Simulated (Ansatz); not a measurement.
Ansatz (a quantum-chemistry and plane-wave program) job for C2H5ClO2Si, SMILES C=C(Cl)[SiH](O)O, PBE0-D3(BJ)/def2-SVP. 

Ansatz 0.2 input:
```yaml
crystal:
  periodic: [false, false, false]
  atoms:
    - {symbol: C, position_ang: [-2.06603324, 0.03084154, 0.16156488]}
    - {symbol: C, position_ang: [-0.82010015, 0.25460572, -0.21371142]}
    - {symbol: Cl, position_ang: [-0.46776194, 1.67150823, -1.16707221]}
    - {symbol: Si, position_ang: [0.69690033, -0.82126945, 0.13636369]}
    - {symbol: O, position_ang: [1.86721955, 0.02090079, 0.88938365]}
    - {symbol: O, position_ang: [0.19373330, -1.96467334, 1.16146128]}
    - {symbol: H, position_ang: [-2.88753276, 0.68562110, -0.08113056]}
    - {symbol: H, position_ang: [-2.28358091, -0.84565442, 0.74514743]}
    - {symbol: H, position_ang: [1.19985557, -1.39054272, -1.10983307]}
    - {symbol: H, position_ang: [2.17971596, 0.84444616, 0.52606239]}
    - {symbol: H, position_ang: [0.81606789, -2.37424094, 1.75700975]}
basis:
  gaussian:
    orbitals: def2-SVP
hamiltonian:
  xc: pbe0
  dispersion: d3bj
relax: {f_tol: 0.002, max_steps: 200}
```

Output:

```
[...]
these checks for a lower state are left out or cut short: starts, cluster_reference, orbital_swaps, neighbouring_geometries, increment
integrals: 0.08 GiB planned
1227 factors; integrals over basis functions are off by at most 3.9e-4 eV
mean field: 0.58 GiB planned
mean field evaluation 192: about -26626.1350 eV, gradient 2.1e-5 eV
mean field -26626.13503365 eV, -978.4924146442 hartree, gradient 2.1e-5 eV, S^2 0.000000; 0 other end points of the search recorded, 0 dependent functions left out
the calculation of the forces begins
reference -26626.13505960 eV, -978.4924155979 hartree; 32, 32 occupied and 85, 85 virtual orbitals, 1227 factors
relax step  28: F+E_penalty+E_count = -26626.38374883 eV  Δ(F+E_penalty+E_count) = -5.437e-5 eV  max|allowed force component| = 3.065e-2 eV/Å  Δτ_max = 0.0076 Å  (24 SCF iters, accepted)
these checks for a lower state are left out or cut short: starts, cluster_reference, orbital_swaps, neighbouring_geometries, increment
integrals: 0.08 GiB planned
1227 factors; integrals over basis functions are off by at most 3.9e-4 eV
mean field: 0.58 GiB planned
mean field -26626.13518837 eV, -978.4924203299 hartree, gradient 1.3e-5 eV, S^2 0.000000; 0 other end points of the search recorded, 0 dependent functions left out
the calculation of the forces begins
reference -26626.13521433 eV, -978.4924212838 hartree; 32, 32 occupied and 85, 85 virtual orbitals, 1227 factors
relax step  29: F+E_penalty+E_count = -26626.38379349 eV  Δ(F+E_penalty+E_count) = -4.466e-5 eV  max|allowed force component| = 2.748e-2 eV/Å  Δτ_max = 0.0124 Å  (30 SCF iters, accepted)
these checks for a lower state are left out or cut short: starts, cluster_reference, orbital_swaps, neighbouring_geometries, increment
integrals: 0.08 GiB planned
1227 factors; integrals over basis functions are off by at most 3.9e-4 eV
mean field: 0.58 GiB planned
mean field -26626.13527779 eV, -978.4924236159 hartree, gradient 1.3e-5 eV, S^2 0.000000; 0 other end points of the search recorded, 0 dependent functions left out
the calculation of the forces begins
reference -26626.13530375 eV, -978.4924245702 hartree; 32, 32 occupied and 85, 85 virtual orbitals, 1227 factors
relax step  30: F+E_penalty+E_count = -26626.38379917 eV  Δ(F+E_penalty+E_count) = -5.681e-6 eV  max|allowed force component| = 3.430e-2 eV/Å  Δτ_max = 0.0119 Å  (30 SCF iters, accepted)
these checks for a lower state are left out or cut short: starts, cluster_reference, orbital_swaps, neighbouring_geometries, increment
integrals: 0.08 GiB planned
1227 factors; integrals over basis functions are off by at most 3.9e-4 eV
mean field: 0.58 GiB planned
mean field -26626.13530938 eV, -978.4924247770 hartree, gradient 7.3e-5 eV, S^2 0.000000; 0 other end points of the search recorded, 0 dependent functions left out
the calculation of the forces begins
reference -26626.13533535 eV, -978.4924257312 hartree; 32, 32 occupied and 85, 85 virtual orbitals, 1227 factors
relax step  31: F+E_penalty+E_count = -26626.38385855 eV  Δ(F+E_penalty+E_count) = -5.938e-5 eV  max|allowed force component| = 3.102e-2 eV/Å  Δτ_max = 0.0022 Å  (21 SCF iters, accepted)
these checks for a lower state are left out or cut short: starts, cluster_reference, orbital_swaps, neighbouring_geometries, increment
integrals: 0.08 GiB planned
1227 factors; integrals over basis functions are off by at most 3.8e-4 eV
mean field: 0.58 GiB planned
mean field -26626.13534700 eV, -978.4924261594 hartree, gradient 8.0e-6 eV, S^2 0.000000; 0 other end points of the search recorded, 0 dependent functions left out
the calculation of the forces begins
reference -26626.13537296 eV, -978.4924271136 hartree; 32, 32 occupied and 85, 85 virtual orbitals, 1227 factors
relax step  32: F+E_penalty+E_count = -26626.38390443 eV  Δ(F+E_penalty+E_count) = -4.588e-5 eV  max|allowed force component| = 2.535e-2 eV/Å  Δτ_max = 0.0041 Å  (24 SCF iters, accepted)
these checks for a lower state are left out or cut short: starts, cluster_reference, orbital_swaps, neighbouring_geometries, increment
integrals: 0.08 GiB planned
1227 factors; integrals over basis functions are off by at most 3.8e-4 eV
mean field: 0.58 GiB planned
mean field -26626.13542627 eV, -978.4924290727 hartree, gradient 1.3e-5 eV, S^2 0.000000; 0 other end points of the search recorded, 0 dependent functions left out
the calculation of the forces begins
reference -26626.13545224 eV, -978.4924300271 hartree; 32, 32 occupied and 85, 85 virtual orbitals, 1227 factors
relax step  33: F+E_penalty+E_count = -26626.38396313 eV  Δ(F+E_penalty+E_count) = -5.870e-5 eV  max|allowed force component| = 1.948e-2 eV/Å  Δτ_max = 0.0109 Å  (30 SCF iters, accepted)
these checks for a lower state are left out or cut short: starts, cluster_reference, orbital_swaps, neighbouring_geometries, increment
integrals: 0.08 GiB planned
1227 factors; integrals over basis functions are off by at most 3.8e-4 eV
mean field: 0.58 GiB planned
mean field evaluation 224: about -26626.1137 eV, gradient 1.2e0 eV
mean field -26626.13554285 eV, -978.4924333570 hartree, gradient 1.3e-5 eV, S^2 0.000000; 0 other end points of the search recorded, 0 dependent functions left out
the calculation of the forces begins
reference -26626.13556884 eV, -978.4924343119 hartree; 32, 32 occupied and 85, 85 virtual orbitals, 1227 factors
relax step  34: F+E_penalty+E_count = -26626.38401490 eV  Δ(F+E_penalty+E_count) = -5.176e-5 eV  max|allowed force component| = 2.495e-2 eV/Å  Δτ_max = 0.0161 Å  (31 SCF iters, accepted)
these checks for a lower state are left out or cut short: starts, cluster_reference, orbital_swaps, neighbouring_geometries, increment
integrals: 0.08 GiB planned
1227 factors; integrals over basis functions are off by at most 3.8e-4 eV
mean field: 0.58 GiB planned
mean field -26626.13560744 eV, -978.4924357306 hartree, gradient 1.3e-5 eV, S^2 0.000000; 0 other end points of the search recorded, 0 dependent functions left out
the calculation of the forces begins
reference -26626.13563343 eV, -978.4924366856 hartree; 32, 32 occupied and 85, 85 virtual orbitals, 1227 factors
relax step  35: F+E_penalty+E_count = -26626.38397866 eV  Δ(F+E_penalty+E_count) = +3.624e-5 eV  max|allowed force component| = 2.403e-2 eV/Å  Δτ_max = 0.0137 Å  (31 SCF iters, rejected (line search))
these checks for a lower state are left out or cut short: starts, cluster_reference, orbital_swaps, neighbouring_geometries, increment
integrals: 0.08 GiB planned
1227 factors; integrals over basis functions are off by at most 3.8e-4 eV
mean field: 0.58 GiB planned
mean field -26626.13567666 eV, -978.4924382741 hartree, gradient 1.8e-5 eV, S^2 0.000000; 0 other end points of the search recorded, 0 dependent functions left out
the calculation of the forces begins
reference -26626.13570264 eV, -978.4924392292 hartree; 32, 32 occupied and 85, 85 virtual orbitals, 1227 factors
relax step  36: F+E_penalty+E_count = -26626.38408454 eV  Δ(F+E_penalty+E_count) = -6.965e-5 eV  max|allowed force component| = 1.146e-2 eV/Å  Δτ_max = 0.0068 Å  (24 SCF iters, accepted)
these checks for a lower state are left out or cut short: starts, cluster_reference, orbital_swaps, neighbouring_geometries, increment
integrals: 0.08 GiB planned
1227 factors; integrals over basis functions are off by at most 3.8e-4 eV
mean field: 0.58 GiB planned
mean field -26626.13582602 eV, -978.4924437632 hartree, gradient 1.3e-5 eV, S^2 0.000000; 0 other end points of the search recorded, 0 dependent functions left out
the calculation of the forces begins
reference -26626.13585203 eV, -978.4924447190 hartree; 32, 32 occupied and 85, 85 virtual orbitals, 1227 factors
relax step  37: F+E_penalty+E_count = -26626.38414044 eV  Δ(F+E_penalty+E_count) = -5.590e-5 eV  max|allowed force component| = 4.994e-3 eV/Å  Δτ_max = 0.0103 Å  (31 SCF iters, accepted)
these checks for a lower state are left out or cut short: starts, cluster_reference, orbital_swaps, neighbouring_geometries, increment
integrals: 0.08 GiB planned
1227 factors; integrals over basis functions are off by at most 3.8e-4 eV
mean field: 0.58 GiB planned
mean field evaluation 256: about -26626.1359 eV, gradient 1.3e-5 eV
mean field -26626.13593004 eV, -978.4924475859 hartree, gradient 1.3e-5 eV, S^2 0.000000; 0 other end points of the search recorded, 0 dependent functions left out
the calculation of the forces begins
reference -26626.13595607 eV, -978.4924485423 hartree; 32, 32 occupied and 85, 85 virtual orbitals, 1227 factors
relax step  38: F+E_penalty+E_count = -26626.38414635 eV  Δ(F+E_penalty+E_count) = -5.906e-6 eV  max|allowed force component| = 1.208e-2 eV/Å  Δτ_max = 0.0148 Å  (30 SCF iters, accepted)
these checks for a lower state are left out or cut short: starts, cluster_reference, orbital_swaps, neighbouring_geometries, increment
integrals: 0.08 GiB planned
1227 factors; integrals over basis functions are off by at most 3.8e-4 eV
mean field: 0.58 GiB planned
mean field -26626.13593763 eV, -978.4924478648 hartree, gradient 1.6e-5 eV, S^2 0.000000; 0 other end points of the search recorded, 0 dependent functions left out
the calculation of the forces begins
reference -26626.13596366 eV, -978.4924488213 hartree; 32, 32 occupied and 85, 85 virtual orbitals, 1227 factors
relax step  39: F+E_penalty+E_count = -26626.38413583 eV  Δ(F+E_penalty+E_count) = +1.052e-5 eV  max|allowed force component| = 2.310e-2 eV/Å  Δτ_max = 0.0051 Å  (24 SCF iters, rejected (line search))
these checks for a lower state are left out or cut short: starts, cluster_reference, orbital_swaps, neighbouring_geometries, increment
integrals: 0.08 GiB planned
1227 factors; integrals over basis functions are off by at most 3.8e-4 eV
mean field: 0.58 GiB planned
mean field -26626.13592866 eV, -978.4924475353 hartree, gradient 8.8e-6 eV, S^2 0.000000; 0 other end points of the search recorded, 0 dependent functions left out
the calculation of the forces begins
reference -26626.13595469 eV, -978.4924484916 hartree; 32, 32 occupied and 85, 85 virtual orbitals, 1227 factors
relax step  40: F+E_penalty+E_count = -26626.38416865 eV  Δ(F+E_penalty+E_count) = -2.230e-5 eV  max|allowed force component| = 1.534e-3 eV/Å  Δτ_max = 0.0023 Å  (24 SCF iters, accepted)
integrals: 0.08 GiB planned
1227 factors; integrals over basis functions are off by at most 3.8e-4 eV
mean field: 0.58 GiB planned
mean field -26626.13592866 eV, -978.4924475353 hartree, gradient 8.8e-6 eV, S^2 0.000000; 1 other end points of the search recorded, 0 dependent functions left out
the calculation of the forces begins
reference -26626.13595469 eV, -978.4924484916 hartree; 32, 32 occupied and 85, 85 virtual orbitals, 1227 factors
Total energy: -26626.38419467 eV, -978.5015711426 hartree
Atom 0 at    -2.073997     0.026519     0.203172 Å, force     0.001475     0.000301    -0.000571 eV/Å
Atom 1 at    -0.843280     0.248978    -0.258892 Å, force    -0.000087     0.000080    -0.000280 eV/Å
Atom 2 at    -0.503901     1.586416    -1.337927 Å, force     0.000032    -0.000197     0.000347 eV/Å
Atom 3 at     0.673043    -0.767513     0.141122 Å, force    -0.001534     0.000472    -0.000955 eV/Å
Atom 4 at     1.797319     0.080862     1.017511 Å, force     0.000189     0.000125    -0.000650 eV/Å
Atom 5 at     0.134462    -1.998726     1.103294 Å, force     0.001273    -0.000804     0.000941 eV/Å
Atom 6 at    -2.927869     0.656610    -0.062384 Å, force    -0.000874     0.000565    -0.000155 eV/Å
Atom 7 at    -2.232709    -0.821477     0.875074 Å, force    -0.001250    -0.000398     0.000994 eV/Å
Atom 8 at     1.285288    -1.237277    -1.134105 Å, force     0.001198     0.000253     0.000296 eV/Å
Atom 9 at     2.345335     0.713762     0.545290 Å, force     0.000247     0.000229     0.000031 eV/Å
Atom 10 at     0.774793    -2.376609     1.713089 Å, force    -0.000669    -0.000626     0.000003 eV/Å
Dipole moment:     0.216319    -0.088279     0.108777 e Å
```

The calculation finished and met its thresholds.

Cost: roughly 3 core-minutes.
